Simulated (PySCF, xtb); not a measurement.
Be(H)(NH2) (BeH3N), SMILES [BeH][NH2].

Harmonic wavenumbers (cm⁻¹) from GFN2-xTB run with xtb at its own minimum, in rising order: 286, 423, 480, 577, 1005, 1579, 2102, 3493, 3499.

**Question.** What does PySCF with TPSSh-D3(BJ)/def2-TZVPD give at its own minimum? (The exact figures need the calculation; the answer reports its results.)

**Answer.** 419, 433, 561, 709, 1094, 1584, 2156, 3560, 3633. Paired by order, the mean absolute difference is 78 cm⁻¹ and the zero-point energies are 19.2 and 20.2 kcal/mol.
